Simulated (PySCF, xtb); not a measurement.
Ga(Cl)2(SeH) (Cl₂GaHSe), SMILES [Cl][Ga]([Cl])[SeH].

GFN2-xTB (xtb 6.7.1) at its own geometry gives an orbital gap of 3.26 eV and a dipole moment of 0.78 D.

Coordinates come from a PBE0-D3(BJ)/def2-SVP optimisation. The structure was generated by enumeration; whether it is a known compound was not checked. Other conformers were not sampled.

Q: What does PBE/def2-TZVP run with PySCF give? (The exact figures need the calculation; the answer reports its results.)

A: gap 4.17 eV (levels -6.80 and -2.62 eV), dipole 1.65 D.
